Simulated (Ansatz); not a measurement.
SiCl(vinyl)3 (C₆H₉ClSi). The state is a triplet with charge 0. Geometry PBE-D4/def2-SVP, that of the neutral singlet; atoms count from 1.

Cartesian coordinates in Å:
```
Si -0.045 0.008 -0.020
Cl -1.911 0.316 -0.933
C 0.732 -1.532 -0.756
C 0.184 -2.284 -1.731
H 1.716 -1.837 -0.350
H -0.795 -2.028 -2.171
H 0.687 -3.183 -2.128
C -0.313 -0.211 1.823
C -1.512 -0.204 2.437
H 0.593 -0.357 2.444
H -2.447 -0.062 1.869
H -1.611 -0.339 3.529
C 1.034 1.506 -0.351
C 0.652 2.598 -1.042
H 2.064 1.479 0.058
H -0.361 2.679 -1.472
H 1.331 3.453 -1.207
```

At PBE0-D4/def2-TZVP a singlet of charge 0 lies 3.95 eV below the triplet at the same geometry.

Q: Estimate the Mulliken populations from the PBE0/def2-TZVP orbitals of Ansatz.

A: 
```
atom  charge (e)  spin (α − β)
 Si1        0.52          0.00
 Cl2       -0.26          0.00
  C3       -0.24          0.01
  C4       -0.25          0.04
  H5        0.12          0.00
  H6        0.14          0.00
  H7        0.13          0.00
  C8       -0.19          0.95
  C9       -0.30          1.11
 H10        0.14         -0.05
 H11        0.15         -0.05
 H12        0.14         -0.05
 C13       -0.24          0.01
 C14       -0.25          0.04
 H15        0.12          0.00
 H16        0.14          0.00
 H17        0.13          0.00
```
Mulliken values depend strongly on the basis.

Q: Where does the spin sit?

A: Summed by element: Si 0.00, Cl 0.00, C 2.15, H -0.16, of 2 unpaired in all. Largest on single atoms: C9 1.11, C8 0.95, H12 -0.05.

Q: And the Mayer bond orders between heavy atoms (over 0.3)?

A: Si1–Cl2 1.08 (2.10 Å); Si1–C3 0.99 (1.88 Å); Si1–C8 1.05 (1.88 Å); Si1–C13 0.99 (1.88 Å); C3–C4 1.93 (1.35 Å); C8–C9 0.98 (1.35 Å); C13–C14 1.94 (1.35 Å).
